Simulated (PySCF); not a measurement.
**`InChI=1S/C7H7ClO/c8-6-1-3-7(9,5-6)4-2-6/h1-4,9H,5H2/t6-,7+`**

Molfile (atoms numbered from 1):
```
C7H7ClO
     RDKit          3D

 16 17  0  0  0  0  0  0  0  0999 V2000
   -2.1495   -0.9723    0.0467 O   0  0  0  0  0  0  0  0  0  0  0  0
   -0.9271   -0.3177    0.0353 C   0  0  2  0  0  0  0  0  0  0  0  0
   -0.5865    0.3720    1.3518 C   0  0  0  0  0  0  0  0  0  0  0  0
    0.7128    0.6280    1.3391 C   0  0  0  0  0  0  0  0  0  0  0  0
    1.2441    0.1141    0.0098 C   0  0  2  0  0  0  0  0  0  0  0  0
    2.9895   -0.0926   -0.0919 Cl  0  0  0  0  0  0  0  0  0  0  0  0
    0.6191    0.9844   -1.0691 C   0  0  0  0  0  0  0  0  0  0  0  0
   -0.6803    0.7294   -1.0545 C   0  0  0  0  0  0  0  0  0  0  0  0
    0.3770   -1.1464   -0.1418 C   0  0  0  0  0  0  0  0  0  0  0  0
   -2.3078   -1.3659   -0.8181 H   0  0  0  0  0  0  0  0  0  0  0  0
   -1.3289    0.5961    2.0908 H   0  0  0  0  0  0  0  0  0  0  0  0
    1.3221    1.1307    2.0634 H   0  0  0  0  0  0  0  0  0  0  0  0
    1.1777    1.6801   -1.6634 H   0  0  0  0  0  0  0  0  0  0  0  0
   -1.4682    1.1657   -1.6377 H   0  0  0  0  0  0  0  0  0  0  0  0
    0.5313   -1.8787    0.6485 H   0  0  0  0  0  0  0  0  0  0  0  0
    0.4671   -1.6181   -1.1202 H   0  0  0  0  0  0  0  0  0  0  0  0
  2  1  1  1
  2  3  1  0
  3  4  2  0
  4  5  1  0
  5  6  1  1
  5  7  1  0
  7  8  2  0
  5  9  1  0
  8  2  1  0
  9  2  1  0
  1 10  1  0
  3 11  1  0
  4 12  1  0
  7 13  1  0
  8 14  1  0
  9 15  1  0
  9 16  1  0
M  END
```

Level of theory: PySCF, TDDFT CAM-B3LYP/def2-SVPD excited states, vertical, gas phase. Geometry: GFN2-xTB.

(1) Give the one- and two-photon strengths of the lowest singlets.

Results:

(1) δ for parallel linear polarisation; σ at the peak of a Lorentzian of half width 0.1 eV, single beam; Ω is circular over linear.
```csv
state,E (eV),f,photon λ (nm),δ (au),σ (GM),Ω,main
S1,5.15,0.000,481,0.24,0.00,0.87,HOMO→LUMO 0.98
S2,6.08,0.032,408,4.63,0.06,0.95,HOMO−1→LUMO 0.91
S3,6.58,0.010,377,8.85,0.14,0.24,HOMO−2→LUMO 0.84
S4,6.83,0.022,363,13.1,0.22,0.63,"HOMO→LUMO+1 0.63, HOMO→LUMO+2 0.24"
S5,6.85,0.004,362,4.17,0.07,0.18,HOMO−3→LUMO 0.79
```

Among these, the strongest one-photon state is S2, the strongest two-photon state S4, with a dipole change of 4.0 D (relaxed, norm of the difference vector).
